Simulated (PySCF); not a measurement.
F5Nb, SMILES [F][Nb+]([F])([F])([F])[F] (connectivity only; charge and spin as stated), charge +1, multiplicity 2. Atoms are numbered in the order given.

```xyz
6

Nb    -0.0007     0.2187     0.0000
F      0.0195    -2.2839     0.0000
F     -0.1723     1.9959     0.0000
F      0.9223    -0.1545     1.4897
F     -1.6888    -0.3992     0.0000
F      0.9223    -0.1545    -1.4897
```
Charge +1, spin multiplicity 2.

Geometry: PBE0-D3(BJ)/def2-SVP. The multiplicity is an assumed one; other spin states were not compared. The def2 effective core potentials stand for the cores of Nb; spin–orbit coupling is left out.

The numbers are results of TDA-PBE0/def2-SVPD (PySCF), not measurements.

Vertical excitations. Isolated molecule, no solvent.

Computed excitation energies, oscillator strengths and character:
```tsv
state	energy (eV)	λ (nm)	f	main pairs
root 1	0.43	2895	0.000	β HOMO−1→LUMO 68 %, β HOMO−6→LUMO 27 %
root 2	0.92	1349	0.000	β HOMO→LUMO 56 %, β HOMO−7→LUMO 30 %, β HOMO−8→LUMO 9 %
root 3	4.59	270	0.000	β HOMO−5→LUMO 50 %, β HOMO−3→LUMO 48 %
root 4	4.63	268	0.004	β HOMO−4→LUMO 66 %, β HOMO−2→LUMO 27 %
root 5	4.72	263	0.000	β HOMO−3→LUMO 48 %, β HOMO−5→LUMO 48 %
root 6	4.75	261	0.002	β HOMO−7→LUMO 45 %, β HOMO→LUMO 40 %
root 7	4.89	253	0.000	β HOMO−6→LUMO 66 %, β HOMO−1→LUMO 28 %
root 8	4.89	253	0.007	β HOMO−2→LUMO 70 %, β HOMO−4→LUMO 27 %
root 9	5.74	216	0.000	β HOMO−8→LUMO 84 %, β HOMO−7→LUMO 14 %
root 10	6.33	196	0.000	β HOMO−10→LUMO 91 %
```
Unrestricted roots are not spin-pure.
